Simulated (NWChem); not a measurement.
# GeHSF3; SMILES [F][Ge]([F])([SH])[F]

```xyz
6

F      0.5991     0.9684    -1.4301
Ge    -0.0145     0.2533     0.0014
F      0.9397     0.9237     1.2574
F     -1.6105     0.8350     0.2001
S     -0.0143    -1.9184    -0.0157
H      1.3384    -1.9539    -0.0406
```
Atoms are numbered in this order, from 1.

Structure relaxed at the PBE0/def2-SVP level. B3LYP is NWChem's, with the RPA form of VWN correlation.

List the 4 lowest vertical singlet excitations from B3LYP/def2-SVPD, TDA (NWChem).


```tsv
state	energy (eV)	oscillator strength	leading excitation (squared amplitude)
S1	5.42	0.015	HOMO → LUMO (0.97)
S2	6.48	0.013	HOMO → LUMO+1 (0.97)
S3	7.62	0.002	HOMO → LUMO+2 (0.97)
S4	7.73	0.099	HOMO−1 → LUMO (0.63)
```
